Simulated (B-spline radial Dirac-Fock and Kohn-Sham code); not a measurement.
## Elastic electron scattering at 2 keV, Zr to Ba

Level of theory: relativistic (Dirac) partial waves in the static field of the Dirac-Fock atom with Furness-McCarthy exchange, without polarisation or absorption potentials; an atomic code on a B-spline grid. σ_tr1 and σ_tr2 weight the cross section with 1 − P₁ and 1 − P₂ of cos θ; "backward" is the share scattered beyond 90°.

| Z | element | σ (a₀²) | σ_tr1 (a₀²) | σ_tr2 (a₀²) | backward (%) | dσ/dΩ at 90° (a₀²/sr) |
| --- | --- | --- | --- | --- | --- | --- |
| 40 | Zr | 7.02 | 0.668 | 0.870 | 3.5 | 0.0296 |
| 41 | Nb | 6.46 | 0.688 | 0.885 | 3.9 | 0.0299 |
| 42 | Mo | 6.34 | 0.708 | 0.901 | 4.1 | 0.0301 |
| 43 | Tc | 6.68 | 0.728 | 0.920 | 4.0 | 0.0305 |
| 44 | Ru | 6.05 | 0.747 | 0.931 | 4.6 | 0.0309 |
| 45 | Rh | 5.89 | 0.766 | 0.944 | 4.8 | 0.0314 |
| 46 | Pd | 5.28 | 0.784 | 0.952 | 5.5 | 0.0319 |
| 47 | Ag | 5.57 | 0.803 | 0.968 | 5.3 | 0.0327 |
| 47 | Ag | 5.57 | 0.803 | 0.968 | 5.3 | 0.0327 |
| 48 | Cd | 5.84 | 0.823 | 0.984 | 5.2 | 0.0335 |
| 49 | In | 6.36 | 0.843 | 1.00 | 4.9 | 0.0345 |
| 50 | Sn | 6.70 | 0.863 | 1.02 | 4.7 | 0.0356 |
| 51 | Sb | 6.94 | 0.884 | 1.04 | 4.7 | 0.0368 |
| 52 | Te | 7.09 | 0.904 | 1.06 | 4.7 | 0.0382 |
| 53 | I | 7.17 | 0.925 | 1.08 | 4.7 | 0.0397 |
| 54 | Xe | 7.21 | 0.945 | 1.09 | 4.8 | 0.0413 |
| 55 | Cs | 8.77 | 0.967 | 1.12 | 4.0 | 0.0429 |
| 55 | Cs | 8.77 | 0.967 | 1.12 | 4.0 | 0.0429 |
| 56 | Ba | 9.95 | 0.990 | 1.14 | 3.6 | 0.0446 |

Values without a named source are computed, but for edge energies of neutral atoms, which are taken from tables.
